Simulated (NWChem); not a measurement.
System: HSe$_{2}$Cl; SMILES Cl[Se][SeH]

```xyz
4

Se     0.7448     0.5546     0.0198
Cl    -0.9532     1.9665    -0.0037
Se    -0.2335    -1.5162     0.0398
H     -0.3687    -1.6763    -1.4246
```
Atoms are numbered in this order, from 1.

Geometry: optimised at PBE0/def2-SVP.

Spin-orbit effects, on the heavy nuclei and on their neighbours, are missing.

### Question
Give the principal values of the shielding tensors (ppm) of Se1, Cl2, Se3 from PBE/pcSseg-1, GIAO (NWChem), with their diamagnetic and paramagnetic parts as GIAO splits them.

### Answer
| atom | σ11 | σ22 | σ33 | isotropic | diamagnetic | paramagnetic |
|---|---|---|---|---|---|---|
| Se1 | -608.0 | -293.8 | 1546.4 | 214.9 | 2995.8 | -2781.0 |
| Cl2 | 247.1 | 870.1 | 1155.8 | 757.7 | 1145.5 | -387.8 |
| Se3 | 709.8 | 1422.3 | 1872.0 | 1334.7 | 2997.0 | -1662.3 |
